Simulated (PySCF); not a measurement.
A structure optimised at PBE0-D3(BJ)/def2-SVP, used in a PySCF frequency run:

```xyz
12

N     -0.0101     3.1826     0.0000
C     -0.0176     2.0234     0.0000
C     -0.0213     0.5930     0.0000
C     -1.2216    -0.1298     0.0000
C     -1.1544    -1.5165     0.0000
C      0.1023    -2.1237     0.0000
N      1.2466    -1.4442     0.0000
C      1.1894    -0.1210     0.0000
H     -2.1790     0.3948     0.0000
H     -2.0620    -2.1230     0.0000
H      0.1852    -3.2164     0.0000
H      2.1399     0.4234     0.0000
```

**Question.** Write its SMILES, formula and point group.

**Answer.** N#Cc1cccnc1, C6H4N2, Cs

**Question.** What are its rotational constants (standard atomic weights)?

**Answer.** 5.8460, 1.5703, 1.2378 GHz
